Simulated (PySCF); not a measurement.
Two species compared at the same levels of theory.

First species: C7H16N2.
SMILES with atom numbers: `[CH3:1][CH2:2][N:3]1[NH:4][CH2:5][CH2:6][CH2:7][C@H:8]1[CH3:9]` (hydrogens: H10, H11, H12 on C1; H13, H14 on C2; H15 on N4; H16, H17 on C5; H18, H19 on C6; H20, H21 on C7; H22 on C8; H23, H24, H25 on C9)

Second species: C6H10OS2Si.
InChI=1S/C6H10OS2Si/c1-8-10-9-5-6-3-2-4-7-6/h2-4H,5,10H2,1H3

Levels: PBE0/pcSseg-1 for HOMO energy, LUMO energy and HOMO–LUMO gap. Geometries: GFN2-xTB. All species are isolated and taken at one optimised geometry, non-relativistic unless stated. Electronic properties by PySCF.

The conformers computed, where there is a choice (atom-mapped SMILES and torsion angles):
- `[CH3:1][S:2][SiH2:3][S:4][CH2:5][c:6]1[cH:7][cH:8][cH:9][o:10]1`: C1–S2–Si3–S4 42°, S2–Si3–S4–C5 162°, Si3–S4–C5–C6 52°, S4–C5–C6–C7 90°

The conformers of `CCN1NCCC[C@H]1C` aren't listed.

Values for the first species:

```
HOMO energy   : -6.02 eV
LUMO energy   : 1.53 eV
HOMO–LUMO gap : 7.55 eV
```

Q: Estimate the same properties for the second species, and the change in each.

A: 
```csv
property,first,second,second less first
HOMO energy,-6.02 eV,-6.58 eV,-0.56 eV
LUMO energy,1.53 eV,-0.53 eV,-2.06 eV
HOMO–LUMO gap,7.55 eV,6.05 eV,-1.50 eV
```

